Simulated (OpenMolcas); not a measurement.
**Computed levels of Si**

```yaml
Program: OpenMolcas 26.06
Method: CASSCF
Basis: ANO-RCC-VTZP [5s4p2d1f]
Scalar_Hamiltonian: DKH2, point nucleus
Active_space: 4 electrons in 4 orbitals (3s 3p)
State_averaging: 2S+1 = 3 even, 3 roots; 2S+1 = 1 even, 6 roots; 2S+1 = 5 odd, 1 root; 2S+1 = 3 odd, 5 roots (0 in the spin-orbit step)
Spin-orbit_coupling: RASSI with atomic mean-field integrals over the reference wave functions, term energies averaged over their components
```

Spin-free terms above the lowest, with the occupations of the reference:

| Configuration | Term | E (cm⁻¹) | Occupations |
| --- | --- | --- | --- |
| 3s² 3p² | ³P | 0.0 | 3s 1.97 3p 2.03 |
| 3s² 3p² | ¹D | 8716 | 3s 1.97 3p 2.03 |
| 3s² 3p² | ¹S | 15435 | 3s 1.89 3p 2.11 |
| 3s 3p³ | ⁵S° | 22704 | 3s 1.00 3p 3.00 |

With spin-orbit coupling, above the lowest level:

```csv
Configuration,Term,J,E (cm⁻¹),Measured (cm⁻¹),g,Term weight %
3s² 3p²,³P,0,0.0,0.0,,100
3s² 3p²,³P,1,66.8,77.1,1.501,100
3s² 3p²,³P,2,195,223,1.501,100
3s² 3p²,¹D,2,8848,6299,1.000,100
3s² 3p²,¹S,0,15569,15394,,100
3s 3p³,⁵S°,2,22835,33326,2.002,100
```

Against the 5 measured excited levels shown (NIST Handbook of Basic Atomic Spectroscopic Data) the mean absolute deviation is 2700 cm-1; the largest miss in energy is 3s 3p³ ⁵S°₂: computed 22835, measured 33326 cm⁻¹ (-31.5 %), and the largest in proportion 3s² 3p² ¹D₂ (+40.5 %).

Spin-orbit coupling puts the lowest level 131 cm⁻¹ below the lowest spin-free term.

For ³P the intervals divided by the larger J are 66.8, 64.0 cm-1. Landé's interval rule makes them equal in pure LS coupling; they differ by 4 % of their mean. The multiplet is regular.

Without dynamic correlation excited terms often stand tens of per cent too high (terms of higher spin than the ground term too low), and those without a measured partner can miss by more than the paired ones. Terms of s pⁿ other than that of highest spin mix with s² pⁿ⁻² d, which this space lacks; all of them can be thousands of cm-1 off, and some have no real level of that name. Measured partners are found by configuration, term and J. A level has none where our copy of the source lacks it or the pairing is in doubt (some pairs that miss far off the trend of their configuration count as doubtful), and it then counts in no deviation. Only configurations of the active space appear. The first state left out of the spin-orbit step lies near 54000 cm-1 above the lowest spin-free state of the reference (among the parities and spins computed), and the list stops at four fifths of that energy or lower.

The RASSCF and RASSI steps took 12 s on 1 thread of Arm Neoverse V1, with other jobs on the host; the integral step is not counted.

The term weight is that of the spin-free term in the level, not the purity of its configuration. ° marks odd parity.
